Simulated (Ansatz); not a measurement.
**Worked example: the barrier**

An elementary step of SiH3Cl2OF, closed shell (SiH₂Cl₂O ([OH][SiH]([Cl])[Cl]) + HF → SiHCl₂F ([F][SiH]([Cl])[Cl]) + H₂O; bonds formed: Si1–F7, O2–H6; bonds broken: Si1–O2, H6–F7). “Start” is the structure reached by relaxing down from the saddle towards the reactants; PBE0-D4/def2-TZVP structures. The saddle:

```json
{"atom": "Si1", "x (Å)": "-0.3704", "y (Å)": "-0.3488", "z (Å)": "-0.3068"}
{"atom": "O2", "x (Å)": "0.8517", "y (Å)": "0.3979", "z (Å)": "0.7378"}
{"atom": "Cl3", "x (Å)": "0.4222", "y (Å)": "-1.1065", "z (Å)": "-2.0143"}
{"atom": "Cl4", "x (Å)": "-0.5096", "y (Å)": "-2.0583", "z (Å)": "0.9156"}
{"atom": "H5", "x (Å)": "-1.7837", "y (Å)": "0.0374", "z (Å)": "-0.2784"}
{"atom": "H6", "x (Å)": "0.6264", "y (Å)": "1.3321", "z (Å)": "0.1382"}
{"atom": "F7", "x (Å)": "-0.0407", "y (Å)": "1.4589", "z (Å)": "-0.8842"}
{"atom": "H8", "x (Å)": "0.8041", "y (Å)": "0.2875", "z (Å)": "1.6922"}
```

Program: Ansatz 0.2.0. Basis: def2-TZVPP and def2-QZVPP. Cores are frozen in the correlated methods.

Energies in eV:

| quantity | saddle | start |
| --- | --- | --- |
| Hartree–Fock, triple zeta (X = 3) | -37666.30264 | -37667.93028 |
| Hartree–Fock, quadruple zeta (X = 4) | -37667.46956 | -37669.10876 |
| MP2 correlation, X = 3 | -27.99794 | -27.44362 |
| MP2 correlation, X = 4 | -30.62873 | -30.05799 |
| CCSD(T) correlation, X = 3 | -30.12237 | -29.60969 |

(1) Work out the barrier at the basis limit: extrapolate Hartree–Fock as E(X) = E∞ + A exp(−7.88 √X) and the MP2 correlation as E(X) = E∞ + B X^−2.97 (the exponents that Neese and Valeev fitted for def2-TZVPP and QZVPP), then add CCSD(T) − MP2 in triple zeta.

T1 diagnostic: at most 0.011.

## Answers

(1) Each step is linear, so take the differences first (saddle − start): Hartree–Fock 1.62764 (X = 3) and 1.63920 (X = 4); MP2 correlation -0.55432 and -0.57074; CCSD(T) correlation -0.51268.
Two points give E∞ = E(4) + w [E(4) − E(3)], with w = 1/(exp(7.88 (2 − √3)) − 1) = 0.1377 for Hartree–Fock and w = 1/((4/3)^2.97 − 1) = 0.7407 for the correlation.
Hartree–Fock: 1.63920 + 0.1377 × 0.01156 = 1.6408 eV.
MP2 correlation: -0.57074 + 0.7407 × (-0.01642) = -0.5829 eV.
CCSD(T) − MP2: -0.51268 − (-0.55432) = 0.0416 eV.
Sum: 1.6408 + (-0.5829) + 0.0416 = 1.0995 eV, or 25.36 kcal/mol. Plain CCSD(T) in triple zeta gives 1.1150 eV, so the larger basis shifts the result by -0.0155 eV.

Steps of this kind, hydrogen fluoride cutting a network bond, underlie vapour etching and the fluorination step of atomic layer etching.

Labels in which every atom is bracketed show which atoms are joined, not bond orders.

For scale, one of the runs: CCSD(T)/def2-TZVPP, 230 basis functions, launched by `ansatz run in.yaml --threads 4 --pin off --events-out ev --progress --plain --max-ram 9574MiB`. Hardware: 4 CPU threads of an Intel Xeon, shared host. Wall time 100 s; peak host memory 3.8 GiB.
